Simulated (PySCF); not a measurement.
Screening by computed properties: pick the candidate that meets the target.

All species are isolated and taken at one optimised geometry, non-relativistic unless stated. Electronic properties by PySCF.

Dipoles, sizes and rotational constants follow the conformer. The torsions of the flexible species, by atom-mapped SMILES:
- `[F:1][CH2:2][CH2:3][CH:4][CH2:5][CH2:6][F:7]`: F1–C2–C3–C4 -69°, C2–C3–C4–C5 94°, C3–C4–C5–C6 -104°, C4–C5–C6–F7 -65°
- `[CH2+:1][CH:2][O:3][Si@H:4]([Cl:5])[O:6][CH3:7]`: C1–C2–O3–Si4 -173°, C2–O3–Si4–Cl5 -11°, O3–Si4–O6–C7 -71°
- `[H]/[C:1]=[CH:2]\[CH2:3][CH2:4][CH2:5][SH:6]`: C1–C2–C3–C4 118°, C2–C3–C4–C5 -66°, C3–C4–C5–S6 -179°, H–S6–C5–C4 -64°
- `[CH2:1]=[CH:2][CH2:3][CH:4][CH2:5][SH:6]`: C1–C2–C3–C4 -111°, C2–C3–C4–C5 91°, C3–C4–C5–S6 -92°, H–S6–C5–C4 57°
- `[CH2:1][C@@H:2]([SH:3])[CH2:4][CH3:5]`: C1–C2–C4–C5 71°, H–S3–C2–C1 62°
- `[CH3:1][CH:2][S:3][CH2:4][CH3:5]`: C1–C2–S3–C4 48°, C2–S3–C4–C5 62°

Question: Wanted: smallest rotational constant below 1 GHz (GFN2-xTB) and isotropic g value above 2.003 (unrestricted B3LYP/pcH-1, mean-field spin–orbit), at GFN2-xTB geometries. Which candidate meets both?
A. `[H]/[C]=C\CCCS` [radical]
B. `C=CC[CH]CS` [radical]
C. `C(CF)[CH]CCF` [radical]
D. `[CH2][C@@H](S)CC` [radical]
E. `C[CH]SCC` [radical]
F. `[CH2+][CH]O[Si@H](Cl)OC` [radical]

Answer: F. Computed values:
```csv
species,smallest rotational constant,isotropic g value
[CH2+][CH]O[Si@H](Cl)OC [radical],0.835 GHz,2.00418
[H]/[C]=C\CCCS [radical],1.084 GHz,2.00217
C(CF)[CH]CCF [radical],1.264 GHz,2.00264
C=CC[CH]CS [radical],1.406 GHz,2.00325
[CH2][C@@H](S)CC [radical],1.863 GHz,2.00203
C[CH]SCC [radical],2.227 GHz,2.00449
```
